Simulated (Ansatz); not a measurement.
Ideal-gas functions of Cl2H2MoO3, SMILES `[O]=[Mo]([OH])([OH])([Cl])[Cl]` at 600 K and 1 bar, from an Ansatz frequency run at PBE0-D4/def2-TZVP.

Molar mass 216.86 g/mol, point group C1 (symmetry number 1), electronic degeneracy 1, moments of inertia 282.662, 305.531, 447.475 u Å². Harmonic wavenumbers (cm⁻¹, unscaled): 63, 94, 182, 209, 266, 277, 293, 348, 414, 443, 479, 634, 665, 749, 837, 1099, 3847, 3859.

Use S(trans) = R[1.5 ln M + 2.5 ln T − 1.1517]; rotational temperatures θ = 24.2544 K / I; S(rot) = R[ln(√π/σ · √(T³/θAθBθC)) + 1.5]; for each mode x = 1.438777 ν̃/T, S = R[x/(eˣ − 1) − ln(1 − e⁻ˣ)] and H = RT x/(eˣ − 1); 1 cm⁻¹ = 0.0119627 kJ/mol; R = 8.31446 J/(mol·K).

Q: By hand: the entropy, in J/(mol·K).

A: Translation 190.5. Rotation: θ = 0.0858, 0.0794, 0.0542 K, giving 129.9. Vibration, mode by mode: 24.04, 20.72, 15.27, 14.14, 12.19, 11.87, 11.42, 10.06, 8.71, 8.19, 7.60, 5.59, 5.26, 4.48, 3.79, 2.31, 0.01, 0.01, in all 165.7. Electronic 0.0. Sum 486.1 J/(mol·K).

Q: By hand: H − E and G − E in kJ/mol, counted from the electronic energy.

A: Zero-point energy ½ × 14758 × 0.0119627 = 88.3; thermal vibration 47.5; translation, rotation and pV give 4 RT = 20.0. H − E = 155.8 kJ/mol, and G − E = 155.8 − 600 × 486.1/1000 = -135.9 kJ/mol.

Vibration gives 34 % of the entropy, 44.8 J/(mol·K) of it from the modes under 150 cm⁻¹: soft modes count most, and the harmonic formula is weakest for them. The sum counts one conformer and one mirror image; others add a mixing term.
